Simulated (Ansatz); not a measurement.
Cartesian coordinates in Å:
```
Si 0.766 0.074 -1.472
N -0.009 0.124 0.065
Si -0.680 -1.250 0.858
Cd -0.139 1.904 0.995
Cl -0.286 3.906 2.042
H -0.149 -0.407 -2.546
H 1.213 1.454 -1.823
H 1.961 -0.816 -1.469
H -1.259 -0.809 2.160
H 0.346 -2.294 1.133
H -1.764 -1.885 0.056
```

Charge 0, multiplicity 1. Cd: def2 effective core potential.

Question: List the B3LYP/def2-TZVPP orbital energies in eV (Ansatz 0.2.0). (An estimate is asked.)

Answer: Ansatz gave: Occupied: -2762.13, -1799.29, -1799.29, -389.29, -256.84, -195.86, -195.72, -195.72, -143.77, -143.77, -114.77, -99.10, -99.10, -99.09, -99.09, -99.07, -99.07, -74.29, -74.26, -74.20, -22.53, -21.74, -15.95, -15.92, -15.61, -15.51, -15.51, -14.92, -13.61, -11.14, -10.64, -10.39, -9.93, -9.43, -9.41, -8.71, -8.66, -8.62, -7.35. Lowest empty: -2.19, -0.83, -0.77, 0.24, 0.67, 1.01, 1.24, 1.25.

B3LYP here is the variant with VWN-RPA as its local correlation; programs differ in this.
